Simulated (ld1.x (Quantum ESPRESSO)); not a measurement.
# Scattering properties, TM potential for helium

ld1.x (Quantum ESPRESSO) 7.5 input, shortened:

```
&input
   title='He', zed=2., rel=1, dft='PBE', iswitch=3,
   config='1s1.5'
 /
 &inputp
   pseudotype=2, tm=.true., lloc=-1, rcloc=0.70,
   nlcc=.false.
 /
1
1S  1  0   1.50   0.00  0.70  0.70  0.0
 &test
   configts(1)='1s1.5'
 /
```

The phase is arctan(r·u′/u) with u = r·R(r), unwrapped; energies in Ry, scanned from -4 to 5 Ry. A pole is an energy at which the radial function vanishes at the test radius. The pseudo phase is shifted by a multiple of π to meet the all-electron one at the reference energy, and phase errors are pseudo minus all-electron; the curves can meet again beyond the range given. Levels narrower than the energy grid can be missing from the lists of poles.

| channel | radius (bohr) | reference energy (Ry) | poles, all-electron | poles, pseudo | unbroken range about the reference energy with phases within 0.05 rad | phase error 1 Ry above the reference energy (rad) |
| --- | --- | --- | --- | --- | --- | --- |
| s | 0.80 | -1.96 | 4.70 | 4.75 | the whole range | +0.000 |

Phases in the s channel:

```csv
E (Ry),all-electron,pseudo
-4.00,0.414,0.415
-3.76,0.340,0.341
-3.52,0.258,0.259
-3.28,0.169,0.169
-3.04,0.071,0.072
-2.80,-0.032,-0.032
-2.56,-0.140,-0.140
-2.32,-0.250,-0.250
-2.08,-0.361,-0.361
-1.84,-0.468,-0.468
-1.60,-0.572,-0.571
-1.36,-0.668,-0.668
-1.12,-0.757,-0.757
-0.88,-0.839,-0.839
-0.64,-0.913,-0.913
-0.40,-0.980,-0.979
-0.16,-1.040,-1.039
0.08,-1.094,-1.093
0.32,-1.143,-1.142
0.56,-1.187,-1.186
0.80,-1.226,-1.226
1.04,-1.263,-1.262
1.28,-1.296,-1.294
1.52,-1.325,-1.324
1.76,-1.353,-1.352
2.00,-1.379,-1.377
2.24,-1.402,-1.400
2.48,-1.424,-1.422
2.72,-1.444,-1.442
2.96,-1.463,-1.461
3.20,-1.480,-1.478
3.44,-1.497,-1.495
3.68,-1.513,-1.510
3.92,-1.528,-1.525
4.16,-1.542,-1.539
4.40,-1.555,-1.552
4.64,-1.568,-1.565
4.88,-1.580,-1.577
```
